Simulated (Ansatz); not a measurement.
Consider the ligand exchange at the Si–F bond: `F[SiH2]F` + H₂Se → `F[SiH2][SeH]` + H–F.

Computed with Ansatz on PBE0-D4/def2-TZVP structures; ΔE is electronic, products minus reactants. CCSD(T)/CBS adds triple-zeta CCSD(T) − MP2 to the extrapolated MP2 energy (def2 sets, frozen cores). This one scheme is used for every species. Functionals use def2-TZVPP. For Se outer-core shells are correlated without core-valence functions, which leaves a few kJ/mol of doubt a bond. Scalar relativity is left out up to krypton. One conformer a species, not always the lowest.

(1) Is it downhill or uphill in electronic energy at CCSD(T)/CBS, and by how much? (An estimate is asked.)

(2) What do these levels give: PBE-D4, revPBE-D4, ωB97X-V, CAM-B3LYP, SCS-MP2/def2-TZVPP, CCSD/def2-TZVPP? (An estimate is asked.)

Largest T1 diagnostic among the species: 0.012.

Answers

(1) Computed: Uphill: ΔE = +0.85 eV.

(2) Computed: PBE-D4 0.74, revPBE-D4 0.71, ωB97X-V 0.91, CAM-B3LYP 1.03, SCS-MP2/def2-TZVPP 0.95, CCSD/def2-TZVPP 0.95 eV.

From BLYP to BHLYP (50 % exact exchange), in def2-TZVPP and without D4, ΔE moves by +0.06 eV. Leaving LDA and LC-ωPBE aside and taking each functional with its dispersion term where it has one, the values, not all of them listed here, spread over 0.28 eV, from revPBE-D4 to CAM-B3LYP-D4.
